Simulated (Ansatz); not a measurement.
Job for Ansatz (an electronic-structure program): R-BLYP/def2-TZVPP on H2Se2 (SMILES [SeH][SeH]), a point of a torsion scan.

Ansatz 0.2 input:
```yaml
crystal:
  periodic: [false, false, false]
  atoms:
    - {symbol: Se, position_ang: [-1.04391132, 0.60347542, 0.45634622]}
    - {symbol: Se, position_ang: [1.04395481, 0.57808363, -0.45256262]}
    - {symbol: H, position_ang: [-1.56611265, -0.57255033, -0.22940445]}
    - {symbol: H, position_ang: [1.68187811, -0.26053293, 0.55528729]}
basis:
  gaussian:
    orbitals: def2-TZVPP
hamiltonian:
  xc: {name: BLYP}
scf: {lower_state_search: off}
```

Q: Predict the final total energy.

A: -4804.3880 hartree.
